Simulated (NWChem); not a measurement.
Molecule: C$_{3}$H$_{3}$, doublet; SMILES [CH]=C=C

```xyz
6

C      0.0000     0.0000     1.2551
C      0.0000     0.0000    -0.1155
C      0.0000     0.0000    -1.3475
H      0.0000     0.9392     1.8146
H      0.0000    -0.9392     1.8146
H      0.0000     0.0000    -2.4216
```
Atoms are numbered in this order, from 1.

Computed with NWChem. Pople sets run with spherical d functions. Spin-unrestricted. In the optimisation the excess spin sits in b1 (C2v, its own frame). The geometry was optimised at PBE0/def2-SVP, spin-unrestricted. No stability test was run on the SCF state. Solvent water, SMD (1 M gas to 1 M solution), gas-phase geometry. Reactions with the solvent are ignored.

Problem. Taking PBE0/6-311G** as the yardstick, which of these has the fewest basis functions while keeping “dipole in solution (D)” within 0.2 D of it: PBE0/6-31G*; PBE0/3-21G; PBE0/STO-3G?

Solution. PBE0/3-21G.
```
level          basis functions  dipole in solution (D)
-------------  ---------------  ----------------------
PBE0/STO-3G                 18                    0.01
PBE0/3-21G                  33                    0.24
PBE0/6-31G*                 48                    0.17
PBE0/6-311G**               72                    0.30
```

The yardstick is one finite set, not the basis-set limit.
